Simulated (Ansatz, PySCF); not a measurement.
Si(H)2(Me)(OMe) (C2H8OSi), SMILES CO[SiH2]C.

The structure is a stationary point at PBE0-D3(BJ)/def2-SVP. One conformer was computed; it need not be the lowest.

Vertical ionisation energy (IE) and electron affinity (EA) in eV. Rows of orbital energies are one-electron estimates. Where ΔSCF, EOM or ADC give a negative EA the extra electron is unbound and the value depends on the basis.

```
level                                                                   IE     EA
-------------------------------------------------------------------  -----  -----
−ε(HOMO), −ε(LUMO), ωB97X/def2-TZVP (PySCF)                          10.40  -2.67
−ε(HOMO), −ε(LUMO), PBE/def2-TZVP (PySCF)                                ?      ?
ΔSCF, PBE0/def2-SVPD (Ansatz), final states of multiplicity 2 and 2  10.10  -1.78
ΔSCF, PBE/def2-SVPD (Ansatz), final states of multiplicity 2 and 2    9.74  -1.60
```

Q: Some entries are withheld; supply them. (Estimate from the structure and the level; the computed values follow.)

A: 
- −ε(HOMO), −ε(LUMO), PBE/def2-TZVP (PySCF), IE: 6.41
- −ε(HOMO), −ε(LUMO), PBE/def2-TZVP (PySCF), EA: 0.14

Q: What vertical singlet–triplet gap does ΔSCF give with PBE0/def2-SVPD (Ansatz, a quantum-chemistry and plane-wave program) and with PBE/def2-SVPD (Ansatz)? (An estimate is asked for; the answer gives what the named calculation found.)

A: 6.83 and 6.32 eV (triplet above singlet where positive).
